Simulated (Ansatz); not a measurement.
`CCC[SiH2]Cl` + silanol → `[SiH3]OC[SiH2]Cl` + ethane  (substitution at a C–C bond)

Isolated molecules relaxed with PBE0-D4/def2-TZVP in Ansatz; ΔE leaves out vibrations. CBS: MP2 limit from def2 TZ/QZ plus the TZ coupled-cluster correction, frozen cores. This one scheme is used for every species. Functionals use def2-TZVPP. One conformer a species, not always the lowest.

```json
{"level": "PBE", "ΔE (eV)": "0.61"}
{"level": "CCSD/CBS(def2)", "ΔE (eV)": "0.69"}
```

Problem. What does CCSD(T)/CBS give? (An estimate is asked.)

Solution. The calculation gave: +0.70 eV. The listed levels differ from it by -0.09, -0.01 eV.

Largest T1 diagnostic among the species: 0.011.

In def2-TZVPP, CCSD(T) changes the Hartree–Fock value by +0.13 eV (the triples alone add +0.01 eV) and MP2 by +0.21 eV. From PBE to PBE0 (25 % exact exchange), in def2-TZVPP and without D4, ΔE moves by +0.04 eV.
